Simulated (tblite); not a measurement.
Write Cartesian coordinates for InChI=1S/C4H9F3OSi/c1-9-3-8-4(6,7)2-5/h2-3,9H2,1H3 as optimised with GFN2-xTB.

```xyz
18
C4H9F3OSi angstrom
C      2.5333    0.2471    1.0189
Si     2.0859   -0.2342   -0.7591
C      0.3136   -0.9538   -0.7547
O     -0.5447    0.1286   -0.3237
C     -1.8481   -0.1586   -0.2508
F     -2.3448   -0.5822   -1.4513
F     -2.0899   -1.2111    0.5885
C     -2.6077    1.0827    0.2281
F     -3.9438    0.8401    0.2899
H      1.8290    0.9741    1.4152
H      2.5204   -0.6157    1.6805
H      3.5259    0.6845    1.0704
H      2.9725   -1.2875   -1.2686
H      2.0890    0.9287   -1.6497
H      0.1995   -1.7931   -0.0650
H     -0.0042   -1.2879   -1.7442
H     -2.2583    1.3460    1.2304
H     -2.4364    1.8985   -0.4797
```

Orientation and origin are arbitrary. Atoms count from 1 in this order. Si2 (SiH2 silicon) is tetrahedral (angles from 106.9° to 111.6°). The C–O distances run from 1.337 Å (O4–C5, drawn single) to 1.447 Å (C3–O4, drawn single), a spread of 0.110 Å. Of the pairs four or more bonds apart, F7···H15 is among the closest relative to their van der Waals radii: 2.45 Å, 92 % of the sum of Bondi's values.

Bonds between heavy atoms (Å): C1–Si2 1.896, Si2–C3 1.913, C3–O4 1.447, O4–C5 1.337, C5–F6 1.366, C5–F7 1.368, C5–C8 1.532, C8–F9 1.359.

Computed geometry: GFN2-xTB, gas phase.

Point group: C1 (no symmetry element, even within 0.4 Å). Its GFN2-xTB frequencies are all real (lowest 24 cm⁻¹). The numbers are those of one conformer (C1–Si2–C3–O4 63°, Si2–C3–O4–C5 180°, C3–O4–C5–F6 -58°, O4–C5–C8–F9 179°). 2 starts were optimised and ended at 0.00 and 4.37 kcal/mol (GFN2-xTB); the lowest of these is shown.
